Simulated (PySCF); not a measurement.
SMILES [Cl][Sn]([Cl])([Br])[Br] (Br2Cl2Sn), singlet, PBE0/def2-SVP optimised geometry.

```
5

Cl     1.52    -1.10     0.00
Sn    -0.80    -1.10     0.00
Cl    -1.52     1.10     0.00
Br    -1.62    -2.24     2.02
Br    -1.62    -2.24    -2.02
```

Density from PBE0/def2-TZVP, def2 effective core potentials past Kr (PySCF) at that geometry. The core electrons that the potentials of Sn replace are not part of the density.

Minimum of the electron density along straight lines between bonded atoms, close to the bond critical point (lines longer than 1.1 times the sum of covalent radii, or with two minima, are not listed):

```tsv
bond	length / Å	ρ at the minimum / e bohr⁻³	∇²ρ there / e bohr⁻⁵	position (fraction from the first atom)
Cl1–Sn2	2.323	0.092	0.17	0.53
Sn2–Cl3	2.324	0.092	0.17	0.47
Sn2–Br4	2.459	0.083	0.10	0.47
Sn2–Br5	2.459	0.083	0.10	0.47
```
